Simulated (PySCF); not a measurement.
THF (C4H8O), SMILES C1CCOC1. Atoms are numbered in the order given.

```xyz
13

C     -0.7260    -0.2321     0.9865
C      0.7260     0.2321     0.9865
C      1.1529    -0.1342    -0.4299
O      0.0000     0.0000    -1.2351
C     -1.1529     0.1342    -0.4299
H     -1.3455     0.2427     1.7611
H     -0.7773    -1.3234     1.1340
H      1.3455    -0.2427     1.7611
H      0.7773     1.3234     1.1340
H      1.9508     0.5174    -0.8230
H      1.5242    -1.1772    -0.4719
H     -1.5242     1.1772    -0.4719
H     -1.9508    -0.5174    -0.8230
```
Charge 0, spin multiplicity 1.

The structure is a stationary point at PBE0-D3(BJ)/def2-SVP. Other conformers were not sampled.

Computed with TDA-PBE0/def2-SVPD in PySCF.

Vertical excitations. Gas-phase values at a fixed geometry. State labels are in the subgroup C2.

| state | symmetry | energy (eV) | λ (nm) | f | main pairs |
|---|---|---|---|---|---|
| S1 | B | 6.62 | 187 | 0.013 | HOMO→LUMO 97 % |
| S2 | A | 7.47 | 166 | 0.000 | HOMO→LUMO+1 72 %, HOMO→LUMO+2 26 % |
| S3 | A | 7.49 | 166 | 0.000 | HOMO→LUMO+2 72 %, HOMO→LUMO+1 26 % |
| S4 | B | 7.64 | 162 | 0.004 | HOMO→LUMO+3 93 % |
| S5 | B | 8.12 | 153 | 0.016 | HOMO→LUMO+5 93 % |
| S6 | A | 8.40 | 148 | 0.000 | HOMO→LUMO+4 96 % |
| S7 | A | 8.54 | 145 | 0.010 | HOMO−1→LUMO 98 % |
| S8 | B | 8.77 | 141 | 0.013 | HOMO→LUMO+6 98 % |
| S9 | A | 8.85 | 140 | 0.000 | HOMO−2→LUMO 97 % |
| S10 | B | 9.06 | 137 | 0.128 | HOMO→LUMO+7 98 % |
| T1 | B | 6.50 | 191 | 0 | HOMO→LUMO 94 % |
| T2 | A | 7.26 | 171 | 0 | HOMO→LUMO+2 68 %, HOMO→LUMO+1 28 % |
| T3 | A | 7.39 | 168 | 0 | HOMO→LUMO+1 66 %, HOMO→LUMO+2 28 % |
| T4 | B | 7.51 | 165 | 0 | HOMO→LUMO+3 54 %, HOMO→LUMO+5 39 % |
Triplets are in the Tamm–Dancoff approximation.
